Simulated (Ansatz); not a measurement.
Coupled-cluster diagnostics for LaCl₃, Ansatz.

Geometry of the singlet (PBE-D4/def2-SVP):

Cartesian coordinates in Å:
```
La 0.379 0.201 -0.060
Cl 0.506 -0.530 2.438
Cl 0.475 -1.743 -1.794
Cl -1.359 2.072 -0.584
```

In the def2 sets La takes a core potential; there is no spin–orbit coupling. Correlated methods freeze 15 core orbitals; core or outer-core shells of La are correlated, in sets that lack core-valence functions.

**Question.** Estimate the CCSD(T) correlation energy, the shares of MP2 and (T), T1 and the reference's ⟨S²⟩ for: charge 0, singlet, own geometry in def2-TZVPP; and the rough time on 4 threads of Arm Neoverse V1 on a shared host.

**Answer.** 
```tsv
state	basis	correlation (eV)	MP2 share (%)	(T) share (%)	T1	⟨S²⟩ (pure)	wall time
charge 0, singlet, own geometry	def2-TZVPP	-23.944	90.4	4.2	0.012	0.00 (0.00)	18 s
```
Customary marks for T1 are 0.02 (closed shells), 0.045 (open shells) and about 0.05 (3d metals). T1 stays under 0.02 throughout.
